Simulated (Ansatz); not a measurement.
Consider the formal exchange of groups at the Si–C bond: `N=C(Cl)[SiH2]O` + `C=[N][SbH2]` → `C=[N][SbH][SiH2]O` + `N=CCl`.

Program: Ansatz. Geometries: PBE0-D4/def2-TZVP. ΔE: electronic, gas phase. CCSD(T)/CBS adds triple-zeta CCSD(T) − MP2 to the extrapolated MP2 energy (def2 sets, frozen cores). This one scheme is used for every species. Functionals use def2-TZVPP. B3LYP here is the variant with VWN-RPA as its local correlation; programs differ in this. def2 core potentials past Kr. For Sb outer-core shells are correlated without core-valence functions, which leaves a few kJ/mol of doubt a bond. One conformer a species, not always the lowest.

`N=C(Cl)[SiH2]O`:

Z-matrix (Å, degrees):
```
Si
O 1 1.635
C 1 1.896 2 105.5
H 1 1.482 2 112.2 3 -117.9
H 1 1.482 2 112.2 3 117.9
H 2 0.964 1 113.2 3 -0.0
Cl 3 1.767 1 116.4 2 -180.0
N 3 1.252 1 119.8 2 0.0
H 8 1.020 3 115.0 1 180.0
```

`C=[N][SbH2]`:

Z-matrix (Å, degrees):
```
C
N 1 1.257
H 1 1.101 2 125.5
H 1 1.098 2 119.0 3 -179.5
Sb 2 2.060 1 120.6 3 -3.2
H 5 1.724 2 96.4 1 17.3
H 5 1.710 2 92.7 1 109.0
```

`C=[N][SbH][SiH2]O`:

```xyz
11

C     0.607   -1.862    0.851
N     0.370   -1.072    1.799
Sb    0.637    0.968    1.601
Si    0.000    1.220   -0.892
O    -1.307    0.261   -1.210
H     0.503   -2.941    1.025
H     0.911   -1.581   -0.168
H    -0.979    1.300    2.045
H     1.145    0.841   -1.774
H    -0.285    2.661   -1.157
H    -1.604    0.204   -2.120
```

`N=CCl`:

Cartesian coordinates in Å:
```
N -0.241 -0.552 -0.788
C -0.020 0.152 0.217
Cl -1.321 0.808 1.149
H 0.636 -0.852 -1.213
H 0.945 0.443 0.634
```

(1) Is it downhill or uphill in electronic energy at CCSD(T)/CBS, and by how much? (Best estimate.)

(2) What do these levels give: PBE0-D4, B3LYP-D4, ωB97X-V, ωB97M-V, B2PLYP, PBE, r2SCAN, PBE0, HF/def2-TZVPP, SCS-MP2/def2-TZVPP, CCSD/def2-TZVPP, HF/CBS(def2)? (Best estimate.)

Largest T1 diagnostic among the species: 0.015.

Results:

(1) Computed: Nearly level: ΔE = -1.9 kJ/mol.

(2) The calculation gave: PBE0-D4 -6.3, B3LYP-D4 0.3, ωB97X-V 1.2, ωB97M-V 3.2, B2PLYP 3.3, PBE -3.8, r2SCAN 2.2, PBE0 -4.6, HF/def2-TZVPP 5.4, SCS-MP2/def2-TZVPP 3.9, CCSD/def2-TZVPP 2.7, HF/CBS(def2) 4.9 kJ/mol.
